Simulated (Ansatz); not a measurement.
Job for Ansatz (a first-principles code): R-B3LYP/def2-TZVPP on GaH4NO (SMILES [NH2][GaH][OH]), a point of a torsion scan.

Ansatz 0.2 input:
```yaml
crystal:
  periodic: [false, false, false]
  atoms:
    - {symbol: N, position_ang: [1.26316056, -0.58107018, 0.04884303]}
    - {symbol: Ga, position_ang: [-0.07777004, 0.65918041, 0.33374848]}
    - {symbol: O, position_ang: [0.36376569, 2.23374889, 0.89513357]}
    - {symbol: H, position_ang: [1.81706971, -0.80594689, 0.87228333]}
    - {symbol: H, position_ang: [1.93330717, -0.33084672, -0.67463316]}
    - {symbol: H, position_ang: [-1.54333805, 0.29807849, 0.07993583]}
    - {symbol: H, position_ang: [-0.03659616, 3.06363397, 1.13417596]}
basis:
  gaussian:
    orbitals: def2-TZVPP
hamiltonian:
  xc: {name: B3LYP}
scf: {lower_state_search: off}
```

Program output:

```
WARN ansatz: RAYON_NUM_THREADS=1 ignored (pool sized by the plan → 1); use --threads N
Functional definition: B3LYP
these checks for a lower state are left out or cut short: stability, starts, cluster_reference, orbital_swaps, neighbouring_geometries, increment
integrals: 0.07 GiB planned
945 factors; their error is unknown
mean field: 0.66 GiB planned
mean field evaluation 1: about -55969.7595 eV, gradient 9.3e1 eV
mean field evaluation 2: about -55920.7816 eV, gradient 1.7e2 eV
mean field evaluation 4: about -55983.3847 eV, gradient 1.9e1 eV
mean field evaluation 8: about -55983.9981 eV, gradient 3.0e-1 eV
mean field evaluation 16: about -55984.1510 eV, gradient 2.0e-4 eV
mean field -55984.15098561 eV, -2057.3796013007 hartree, gradient 3.3e-6 eV, S^2 0.000000; 0 other end points of the search recorded, 0 dependent functions left out
reference -55984.15121649 eV, -2057.3796097855 hartree; 25, 25 occupied and 141, 141 virtual orbitals, 945 factors
Total energy: -55984.15121649 eV, -2057.3796097855 hartree
Checks for a lower state left out: stability, starts, cluster_reference, orbital_swaps, neighbouring_geometries, increment
```

The run converged.

Cost: around 2.1 core-seconds (rough).
